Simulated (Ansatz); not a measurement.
C3H6GaNO (SMILES [CH3][Ga]([CH3])[N]=C=O), singlet, at a GFN2-xTB geometry (such geometries of metal compounds can be far from the true shape), with bond 8-6 at 2.4 times its length; CASSCF(2,4)/STO-3G in Ansatz (a first-principles code).

Input for Ansatz:
Ansatz 0.2 input:
```yaml
crystal:
  periodic: [false, false, false]
  atoms:
    - {symbol: Ga, position_ang: [-0.61272180, 0.26237536, -0.29327033]}
    - {symbol: C, position_ang: [-2.09237622, -1.13290912, -0.27931507]}
    - {symbol: H, position_ang: [-1.76386545, -2.01667886, -0.83175229]}
    - {symbol: H, position_ang: [-3.01427065, -0.75733339, -0.72644503]}
    - {symbol: H, position_ang: [-2.29580355, -1.43753282, 0.75024086]}
    - {symbol: C, position_ang: [-0.37274475, 2.18850565, -0.90057903]}
    - {symbol: H, position_ang: [0.42510495, 2.23859004, -1.64562338]}
    - {symbol: H, position_ang: [0.34271438, 3.66557015, 1.14508286]}
    - {symbol: H, position_ang: [-1.28698695, 2.59918726, -1.33228900]}
    - {symbol: N, position_ang: [0.95029549, -0.40692876, 0.45484504]}
    - {symbol: C, position_ang: [1.95239892, -0.83604235, 0.93448719]}
    - {symbol: O, position_ang: [2.92863726, -1.25408017, 1.40174939]}
basis:
  gaussian:
    orbitals: STO-3G
hamiltonian:
  xc: hf
magnetization: {spin_polarized: false}
correlation: {active_space: {window: {electrons: 2, orbitals: 4}}}
```

**Question.** What does Ansatz print? Leave out banner, timings and long lists.

**Answer.** 
```
Functional definition: HF
614 factors; integrals over basis functions are off by at most 6.5e-5 eV
mean field evaluation 1: about -58328.5628 eV, gradient 4.0e1 eV
mean field evaluation 2: about -58328.6820 eV, gradient 4.0e1 eV
mean field evaluation 4: about -58335.8551 eV, gradient 1.1e1 eV
mean field evaluation 8: about -58336.6081 eV, gradient 4.8e-1 eV
mean field evaluation 16: about -58336.6097 eV, gradient 1.9e-6 eV
mean field evaluation 32: about -58332.7721 eV, gradient 4.7e-1 eV
mean field -58336.60970654 eV, -2143.8308647411 hartree, gradient 1.9e-6 eV, S^2 0.000000; 2 other end points of the search recorded, 0 dependent functions left out
reference -58336.60970654 eV, -2143.8308647411 hartree; 35, 35 occupied and 14, 14 virtual orbitals, 614 factors
state -58341.40778285 eV, -2144.0071907934 hartree
Total energy: -58341.40778285 eV, -2144.0071907934 hartree
```
